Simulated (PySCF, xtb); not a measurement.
SnH₂I₂, SMILES [I][SnH2][I].

Harmonic wavenumbers (cm⁻¹) from GFN2-xTB in xtb at its own minimum, in rising order: 56, 202, 239, 316, 455, 534, 626, 1351, 1554.

**Question.** What does PBE0-D3(BJ)/def2-SVP in PySCF 2.14.0 give at its own minimum? (An estimate is asked for; the answer gives what the named calculation found.)

**Answer.** 58, 199, 221, 373, 502, 611, 682, 1948, 1965. Paired by order, the mean absolute difference is 141 cm⁻¹ and the zero-point energies are 7.6 and 9.4 kcal/mol.
